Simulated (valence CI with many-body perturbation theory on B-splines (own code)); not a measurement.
Results of a calculation; reference values are marked as such.
Sensitivity of CI+MBPT for S XI

Level of theory: relativistic CI+MBPT: four valence electrons over a frozen Dirac-Fock core [He], radial functions for each j: 6 s, 6 p, 5 d, 3 f, 1 g, with the one-electron correlation potential Σ1, the two-electron term Σ2, the three-electron term Σ3, Breit, model QED; selected CI, second order for the rest, scaled by the run's own slope (own B-spline code, finite nucleus).

No measured spectrum was set against this ion. As an estimate, levels of excited configurations hold to 0.05 to 0.15 % of their energy, terms of the ground configuration to about 0.5 %.

The reference run has the lowest level 2s2 2p2 3P_0 and an ionisation energy of 504.761 eV. Its largest variational space holds 11330 state functions.

Reference levels: 2s2 2p2 3P_1 5199, 2s2 2p2 3P_2 12379, 2s2 2p2 1D_2 67492, 2s2 2p2 1S_0 133471, 2s 2p3 5S°_2 185730, 2s 2p3 3D°_2 355222, 2s 2p3 3D°_3 355500, 2s 2p3 3D°_1 355513, 2s 2p3 3P°_0 417301, 2s 2p3 3P°_1 417344, 2s 2p3 3P°_2 417771, 2s 2p3 1D°_2 530879 cm⁻¹.

Question: Rank these changes by the mean size of the shift of these levels, smallest first.
A. three-electron term on → off
B. screening of Σ1 on → off; orbitals per symmetry with explicit Σ2 and valence Breit (the others get mean screening factors) 5 → 3
C. box radius (bohr) 5.3062 → 1.47
D. correlating orbitals by l 3 3 3 2 1 → 4 4 3 0 0; scale of Σ1 1 → 0; scale of Σ2 1 → 0; three-electron term on → off

Answer: B (14 cm⁻¹), C (110 cm⁻¹), A (250 cm⁻¹), D (1900 cm⁻¹).
